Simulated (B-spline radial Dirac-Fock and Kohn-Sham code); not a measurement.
**Kohn-Sham estimates against Dirac-Fock for the levels of Fe⁴⁺**

System: iron as Fe⁴⁺ in the configuration 1s2 2s2 2p6 3s2 3p6 3d4.

The density-functional columns are spherical, spin-unpolarised Dirac-Kohn-Sham results without Breit or QED terms: −ε is minus the orbital energy of the initial state and ΔSCF the difference of two total energies. The reference in the last column comes from Dirac-Fock energy differences between relaxed states, corrected for Breit and QED terms. All numbers are from a radial finite-basis atomic code, in eV; a selection of levels is shown. The Kohn-Sham columns are given as differences from the reference. For the 1s level of heavy atoms much of the gap between ΔSCF and the reference is the Breit and QED part, -11.4 eV here; for other levels the error of the functional can be larger.

```
level  PBE −ε − DF  PBE ΔSCF − DF  LDA −ε − DF  LDA ΔSCF − DF  Dirac-Fock
    K       -133.4          +27.1       -148.9          +11.0      7191.5
   L1        -49.3          -19.9        -51.1          -21.6       930.6
   L2        -34.7           -0.2        -35.2           -0.5       803.0
   L3        -35.0           -0.9        -35.4           -1.3       790.8
   M1        -19.6           -7.5        -20.1           -8.0       172.0
   M2        -12.7           -1.0        -12.8           -1.0       131.8
   M3        -12.8           -1.1        -12.8           -1.1       130.1
 M4,5         -9.3           +1.7         -9.0           +2.0       72.71
```

Values without a named source are computed, but for edge energies of neutral atoms, which are taken from tables.
